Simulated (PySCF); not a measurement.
From one molecule to another.

First species: methane selenol, CH4Se.
SMILES: `C[SeH]`

Second species: aluminum trichloride, AlCl3.
SMILES: `[Cl][Al]([Cl])[Cl]`

Levels: CAM-B3LYP/aug-cc-pVTZ for dipole moment, HOMO energy, LUMO energy, HOMO–LUMO gap, static isotropic polarisability and electronic spatial extent ⟨r²⟩ about the centre of nuclear charge; TDDFT CAM-B3LYP/aug-cc-pVTZ for lowest singlet excitation; TDA CAM-B3LYP/aug-cc-pVTZ for lowest triplet excitation (Tamm–Dancoff). Geometries: PBE0-D3(BJ)/def2-TZVP. Each species is one conformer at its optimised geometry, gas phase, non-relativistic unless stated; the electronic structure was computed with PySCF and density fitting.

```
                                                         property   column X   column Y
                                                    dipole moment     0.00 D     1.42 D
                                                      HOMO energy  -10.80 eV   -7.85 eV
                                                      LUMO energy   -0.70 eV    0.08 eV
                                                    HOMO–LUMO gap   10.10 eV    7.93 eV
                                        lowest singlet excitation    6.80 eV    4.72 eV
                         lowest triplet excitation (Tamm–Dancoff)    6.53 eV    4.32 eV
                                  static isotropic polarisability    62.4 au    43.7 au
electronic spatial extent ⟨r²⟩ about the centre of nuclear charge  894 bohr²  187 bohr²
```

Which column belongs to which species?

Column X is the second species and column Y the first. The first has 6 atoms and 44 electrons, the second 4 and 64.

How does each property change from the first species to the second?

dipole moment -1.42 D; HOMO energy -2.95 eV; LUMO energy -0.78 eV; HOMO–LUMO gap +2.17 eV; lowest singlet excitation +2.08 eV; lowest triplet excitation (Tamm–Dancoff) +2.21 eV; static isotropic polarisability +18.7 au; electronic spatial extent ⟨r²⟩ about the centre of nuclear charge +707 bohr².

On the first: No computed singlet falls in the visible range (750 to 380 nm, 1.65 to 3.26 eV); S1 lies 1.46 eV above its blue end. The dipole equals about 4.7 × 10⁻³⁰ C·m (1 D = 3.33564 × 10⁻³⁰ C·m). Isolated species at its PBE0-D3(BJ)/def2-TZVP geometry, gas phase. The calculation is non-relativistic and has no spin–orbit coupling, an omission that weighs most on selenium.

On the second: No computed singlet falls in the visible range (750 to 380 nm, 1.65 to 3.26 eV); S1 lies 3.54 eV above its blue end. The vertical singlet–triplet gap S1 − T1 is 0.27 eV (TDDFT singlet less Tamm–Dancoff triplet; S1: HOMO→LUMO, weight 0.92; T1: HOMO→LUMO, weight 0.89). Geometry: PBE0-D3(BJ)/def2-TZVP; no solvent, vibrations or thermal averaging.
